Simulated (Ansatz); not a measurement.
C$_{3}$H$_{8}$SSi, SMILES `C=CCS[SiH3]`, 13 atoms. Charge 0, multiplicity 1. All runs use 4 threads of an Arm Neoverse V2 on a shared host. Correlated methods freeze the cores.

(1) Give the basis size and wall time and peak host memory of each of these runs in Ansatz. RKS LC-ωPBE/def2-TZVPP energy; RKS PBE-QIDH (frozen core)/def2-TZVPP energy; RKS PBE0-D4/def2-SVP energy; RKS PBE0-D4/def2-TZVP relaxation (12 steps); RHF-MP2/def2-QZVPP energy; RHF-CCSD(T)/def2-TZVPP energy; RKS ωB97M-V/def2-SVP energy; direct RPA on PBE orbitals/def2-TZVPP energy; RHF-CCSD(T)/def2-SVP energy; RKS PBE0-D4/def2-TZVP frequencies; RKS ωB97M-V/def2-QZVPP energy; RKS PBE0-D4/def2-QZVPP energy. (Estimate.)

Answers

(1) Computed: Other jobs shared the machine, so times are rough.

```tsv
level	job	functions	wall time	peak host memory (GiB)
RKS PBE0-D4/def2-SVP	energy	118	1.1 s	0.28
RKS LC-ωPBE/def2-TZVPP	energy	289	2.8 s	0.64
RKS ωB97M-V/def2-SVP	energy	118	4.3 s	0.4
RHF-CCSD(T)/def2-SVP	energy	118	5 s	0.61
direct RPA on PBE orbitals/def2-TZVPP	energy	289	6 s	0.79
RKS PBE-QIDH (frozen core)/def2-TZVPP	energy	289	6.5 s	0.86
RKS PBE0-D4/def2-QZVPP	energy	551	10 s	2.4
RKS ωB97M-V/def2-QZVPP	energy	551	23 s	2.8
RHF-MP2/def2-QZVPP	energy	551	27 s	4.3
RKS PBE0-D4/def2-TZVP	relaxation (12 steps)	215	43 s	0.63
RHF-CCSD(T)/def2-TZVPP	energy	289	3.3 min	8.6
RKS PBE0-D4/def2-TZVP	frequencies	215	3.4 min	0.63
```

LC-ωPBE has ω = 0.4 bohr⁻¹.
